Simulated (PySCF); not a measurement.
Molecule: SMILES C1=CSC(SC)=C1, C5H6S2.

Geometry:
```csv
atom,x (Å),y (Å),z (Å)
C1,2.631,-0.084,0.408
S2,1.737,-0.208,-1.151
C3,0.080,-0.013,-0.625
C4,-1.025,-0.031,-1.445
C5,-2.240,0.155,-0.730
C6,-2.049,0.311,0.616
S7,-0.379,0.233,1.028
H8,2.338,-0.886,1.102
H9,2.479,0.897,0.881
H10,3.694,-0.199,0.157
H11,-0.962,-0.172,-2.525
H12,-3.224,0.173,-1.200
H13,-2.793,0.468,1.396
```

Geometry PBE0-D3(BJ)/def2-SVP throughout; GIAO in PySCF 2.14.0 with density-fitted response routines, gas phase, one conformer, non-relativistic; equivalent atoms averaged; basis pcSseg-1.

For orientation, BHandHLYP gives these absolute shieldings σ: C3 26.8, C5 48.4, C6 51.8, C1 164.6, S7 280.1, S2 489.8, H12 24.42, H13 24.52, H11 24.64 ppm.

A run gave: C3 45.4, C5 60.0, C6 67.4, C1 162.2, S7 308.2, S2 476.7, H12 24.27, H13 24.50, H11 24.52 ppm (absolute shieldings σ).

Problem. Which functional was used in that run?
A. KT2
B. HF
C. OPBE
D. WP04

Solution. A. S7 tells them apart best: KT2 gives 308.2, OPBE gives 295.4, WP04 gives 227.1, HF gives 339.8 ppm.
